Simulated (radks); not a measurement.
Values are calculated unless marked as measured or tabulated.
Question: Neutral ytterbium, [Xe] 4f14 6s2. Code: a radial shooting solver on a logarithmic mesh with Libxc functionals. Model: non-relativistic Kohn-Sham, exchange-only LDA, spin-polarised, spherical densities, point nucleus. Every spin shell is full or empty, so the densities are truly spherical. Functionals are evaluated on that one density, not self-consistently. Rank these exchange functionals by their error against the exact value of the orbitals, and give that value: LDA, PBE, PBEsol, RPBE, OPTX, WC, SOGGA, G96, EV93, TPSS, revTPSS, Tao-Mo, TASK, MVS.

Answer: Exact: -275.620 hartree. From best to worst, with 100 (|E| - |E exact|)/|E exact| (equal figures are ties): PBE -0.06, RPBE +0.07, TPSS -0.12, EV93 -0.18, MVS +0.25, WC -0.38, Tao-Mo -0.56, revTPSS -0.64, G96 +0.74, PBEsol -1.62, SOGGA -1.63, TASK -1.78, OPTX +2.01, LDA -3.78.
